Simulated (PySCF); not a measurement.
CF$_{2}$, charge +1, doublet, at a GFN2-xTB geometry of the parent state (a state made from the parent by changing its charge; the spin is typed, not shown lowest); MP2/3-21G in PySCF.

The PySCF input:
```python
from pyscf import gto, scf, mp

mol = gto.Mole()
mol.atom = '''
    F    -1.125815   -0.208273    0.036278
    C    -0.016225    0.506140    0.034832
    F     1.136632   -0.129154   -0.059499
'''
mol.basis = '3-21g'
mol.charge = 1
mol.spin = 1
mol.verbose = 4
mol.build()

mf = scf.UHF(mol)
mf.kernel()

pt = mp.MP2(mf)
pt.kernel()
print('E(MP2) = %.10f' % pt.e_tot)
mf.analyze()
```

Write the output that PySCF gives for this input, abridged.


```
PySCF version 2.14.0

[INPUT] verbose = 4
[INPUT] num. atoms = 3
[INPUT] num. electrons = 23
[INPUT] charge = 1
[INPUT] spin (= nelec alpha-beta = 2S) = 1
[INPUT] symmetry False subgroup None
[INPUT] Mole.unit = angstrom
[INPUT] Symbol           X                Y                Z      unit          X                Y                Z       unit  Magmom
[INPUT]  1 F     -1.125815000000  -0.208273000000   0.036278000000 AA   -2.127482016927  -0.393578929142   0.068555484347 Bohr   0.0
[INPUT]  2 C     -0.016225000000   0.506140000000   0.034832000000 AA   -0.030660806371   0.956465980687   0.065822940371 Bohr   0.0
[INPUT]  3 F      1.136632000000  -0.129154000000  -0.059499000000 AA    2.147923184417  -0.244065687892  -0.112436814685 Bohr   0.0

nuclear repulsion = 62.2236218902339
number of shells = 15
number of NR pGTOs = 45
number of NR cGTOs = 27
basis = 3-21g
ecp = {}

******** <class 'pyscf.scf.uhf.UHF'> ********
method = UHF
initial guess = minao
damping factor = 0
level_shift factor = 0
DIIS = <class 'pyscf.scf.diis.CDIIS'>
diis_start_cycle = 1
diis_space = 8
diis_damp = 0
SCF conv_tol = 1e-09
SCF conv_tol_grad = None
SCF max_cycles = 50
direct_scf = True
direct_scf_tol = 1e-13
number electrons alpha = 12  beta = 11
Set gradient conv threshold to 3.16228e-05
init E= -235.427108083236

cycle= 1 E= -234.787848559448  delta_E= 0.639  |g|= 0.527  |ddm|= 1.31
cycle= 2 E= -234.912621526911  delta_E= -0.125  |g|= 0.355  |ddm|= 0.648
cycle= 3 E= -234.956728222434  delta_E= -0.0441  |g|= 0.0696  |ddm|= 0.194
cycle= 4 E= -234.959917507435  delta_E= -0.00319  |g|= 0.0238  |ddm|= 0.0693
cycle= 5 E= -234.960919597307  delta_E= -0.001  |g|= 0.00784  |ddm|= 0.0602
cycle= 6 E= -234.961045755272  delta_E= -0.000126  |g|= 0.00405  |ddm|= 0.0184
cycle= 7 E= -234.961085712333  delta_E= -4e-05  |g|= 0.00124  |ddm|= 0.0119
cycle= 8 E= -234.96108961704  delta_E= -3.9e-06  |g|= 0.000398  |ddm|= 0.00339
cycle= 9 E= -234.961090053303  delta_E= -4.36e-07  |g|= 0.000105  |ddm|= 0.00118
cycle= 10 E= -234.96109007782  delta_E= -2.45e-08  |g|= 4.11e-05  |ddm|= 0.000234
cycle= 11 E= -234.961090081329  delta_E= -3.51e-09  |g|= 1.23e-05  |ddm|= 8.91e-05
cycle= 12 E= -234.961090081597  delta_E= -2.69e-10  |g|= 2.38e-06  |ddm|= 2.86e-05
Extra cycle  E= -234.961090081602  delta_E= -4.6e-12  |g|= 1.41e-06  |ddm|= 2.33e-06
converged SCF energy = -234.961090081602  <S^2> = 0.75929375  2S+1 = 2.0092723

******** <class 'pyscf.mp.ump2.UMP2'> ********
nocc = (np.int64(12), np.int64(11)), nmo = (27, 27)
E(UMP2) = -235.293271582778  E_corr = -0.332181501176555
E(SCS-UMP2) = -235.280400576611  E_corr = -0.319310495009237
E_corr(same-spin) = -0.0915084304645722
E_corr(oppo-spin) = -0.240673070711983
E(MP2) = -235.2932715828
**** SCF Summaries ****
Total Energy =                        -234.961090081601697
Nuclear Repulsion Energy =              62.223621890233858
One-electron Energy =                 -441.204403558169929
Two-electron Energy =                  144.019691586334403
Two-electron Coulomb Energy =          168.730307489027609
DFT Exchange-Correlation Energy =      -24.710615902693206
**** MO energy ****
                             alpha | beta                alpha | beta
MO #1   energy= -26.6569821397241  | -26.6509137245579  occ= 1 | 1
MO #2   energy= -26.6566229747759  | -26.6505612000163  occ= 1 | 1
MO #3   energy= -11.9195852180241  | -11.8877017842478  occ= 1 | 1
MO #4   energy= -2.10528543493374  | -2.08356245662268  occ= 1 | 1
MO #5   energy= -2.04571758284883  | -2.02551908299427  occ= 1 | 1
MO #6   energy= -1.31731682888827  | -1.26142395032234  occ= 1 | 1
MO #7   energy= -1.18451021003364  | -1.12655027023711  occ= 1 | 1
MO #8   energy= -1.16882762482804  | -1.11376206926339  occ= 1 | 1
MO #9   energy= -1.1189979725379   | -1.08820405767776  occ= 1 | 1
MO #10  energy= -1.04581578060655  | -1.04164432335876  occ= 1 | 1
MO #11  energy= -1.03293796681966  | -1.03624637492181  occ= 1 | 1
MO #12  energy= -0.946335684950362 | -0.356587538012668 occ= 1 | 0
MO #13  energy= -0.330337389454614 | -0.270656289237222 occ= 0 | 0
MO #14  energy= -0.0144476384499121 | 0.0103321129027987 occ= 0 | 0
MO #15  energy= 0.00567342285575023 | 0.0868956974627175 occ= 0 | 0
MO #16  energy= 0.473222162182617  | 0.521885332613866  occ= 0 | 0
MO #17  energy= 0.506082859283937  | 0.535080390131896  occ= 0 | 0
MO #18  energy= 0.510394579625394  | 0.559072588274504  occ= 0 | 0
MO #19  energy= 0.799084686418081  | 0.856266014567896  occ= 0 | 0
MO #20  energy= 1.80348131836673   | 1.8019476440292    occ= 0 | 0

To work with the spin densities directly, `use mulliken_meta_spin()` only printing them here.

 ** Mulliken spin pop alpha/beta on meta-lowdin orthogonal AOs **
 ** Mulliken Spin Density (per AO)  **
spin_pop of  0 F 1s       -0.00000
spin_pop of  0 F 2s       -0.00080
spin_pop of  0 F 3s       -0.00008
spin_pop of  0 F 2px      -0.00333
spin_pop of  0 F 2py       0.10844
spin_pop of  0 F 2pz      -0.01994
spin_pop of  0 F 3px       0.00005
spin_pop of  0 F 3py       0.00055
spin_pop of  0 F 3pz       0.00004
spin_pop of  1 C 1s       -0.00000
spin_pop of  1 C 2s        0.32834
spin_pop of  1 C 3s        0.00170
spin_pop of  1 C 2px      -0.02238
spin_pop of  1 C 2py       0.47238
spin_pop of  1 C 2pz       0.04250
spin_pop of  1 C 3px       0.00048
spin_pop of  1 C 3py       0.00708
spin_pop of  1 C 3pz       0.00008
spin_pop of  2 F 1s       -0.00000
spin_pop of  2 F 2s       -0.00080
spin_pop of  2 F 3s       -0.00008
spin_pop of  2 F 2px       0.00183
spin_pop of  2 F 2py       0.10281
spin_pop of  2 F 2pz      -0.01948
spin_pop of  2 F 3px       0.00004
spin_pop of  2 F 3py       0.00056
spin_pop of  2 F 3pz       0.00004
 ** Mulliken Spin Density (per atom)  **
spin density of  0 F =      0.08491
spin density of  1 C =      0.83017
spin density of  2 F =      0.08491
 ** Mulliken pop alpha/beta on meta-lowdin orthogonal AOs **
 ** Mulliken pop       alpha | beta **
pop of  0 F 1s        0.99993 | 0.99993
pop of  0 F 2s        0.92184 | 0.92264
pop of  0 F 3s        0.00090 | 0.00098
pop of  0 F 2px       0.79774 | 0.80107
pop of  0 F 2py       0.92540 | 0.81696
pop of  0 F 2pz       0.89813 | 0.91807
pop of  0 F 3px       0.00033 | 0.00028
pop of  0 F 3py       0.00076 | 0.00021
pop of  0 F 3pz       0.00019 | 0.00016
pop of  1 C 1s        0.99995 | 0.99995
pop of  1 C 2s        0.73789 | 0.40955
pop of  1 C 3s        0.00521 | 0.00351
pop of  1 C 2px       0.31155 | 0.33394
pop of  1 C 2py       0.62262 | 0.15024
pop of  1 C 2pz       0.20647 | 0.16397
pop of  1 C 3px       0.01500 | 0.01452
pop of  1 C 3py       0.01072 | 0.00364
pop of  1 C 3pz       0.00013 | 0.00005
pop of  2 F 1s        0.99993 | 0.99993
pop of  2 F 2s        0.92184 | 0.92264
pop of  2 F 3s        0.00090 | 0.00098
pop of  2 F 2px       0.78612 | 0.78429
pop of  2 F 2py       0.93808 | 0.83527
pop of  2 F 2pz       0.89707 | 0.91655
pop of  2 F 3px       0.00032 | 0.00028
pop of  2 F 3py       0.00077 | 0.00021
pop of  2 F 3pz       0.00019 | 0.00016
In total            12.00000 | 11.00000
 ** Mulliken atomic charges   ( Nelec_alpha | Nelec_beta ) **
charge of  0F =     -0.00553  (     4.54522      4.46031 )
charge of  1C =      1.01106  (     2.90955      2.07938 )
charge of  2F =     -0.00553  (     4.54522      4.46031 )

WARN: System has nonzero charge 1; the dipole moment is origin-dependent.
Location of origin: [0. 0. 0.]

Dipole moment(X, Y, Z, Debye): -0.07566,  2.36032,  0.16243
```
